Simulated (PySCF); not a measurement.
Compound: C3H4Se.
InChI=1S/C3H4Se/c1-2-3-4/h2-3H,1H2

Method: MP2 and CCSD/aug-cc-pVDZ in PySCF, restricted Hartree–Fock reference, 12 core orbitals frozen, non-relativistic, gas phase, PBE0-D3(BJ)/def2-SVP geometry.

E(HF) = -2515.71088 Eh.

(1) How large is the problem?

(2) What are the MP2 and CCSD correlation energies?

(3) What is the T1 diagnostic?

(4) How does correlation change the dipole moment?

Answers

(1) 141 basis functions and 56 electrons; 12 orbitals frozen, which leaves o = 16 correlated occupied and v = 113 virtual orbitals. That is o·v = 1808 singles and o·v(o·v + 1)/2 = 1635336 distinct closed-shell doubles amplitudes before symmetry; the costliest CCSD step grows as o²v⁴ = 4.2 × 10^10.

(2) MP2 -0.5551 Eh and CCSD -0.5912 Eh, which gives totals of -2516.26600 and -2516.30210 Eh. That is 0.503 eV for each correlated electron at CCSD (1552 kJ/mol in all, 0.023 % of the total energy); MP2 gives 93.9 % of the CCSD value.

(3) 0.0168, below the customary warning level of 0.02. It is the norm of the spatial-orbital singles amplitudes over the root of the number of correlated electrons, so the norm is 0.095.

(4) HF gives 3.58 D and CCSD (unrelaxed density) 2.42 D, a change of -1.16 D.

No triples correction and no basis-set extrapolation were made.

The job also held the EOM ionisation roots. The run took 4.4 min of wall time on one thread of an Arm Neoverse V1, no GPU (shared host).

Shape of the structure used: `[CH2:1]=[CH:2][CH:3]=[Se:4]`: C1–C2–C3–Se4 180°.

One conformer stands for the species.
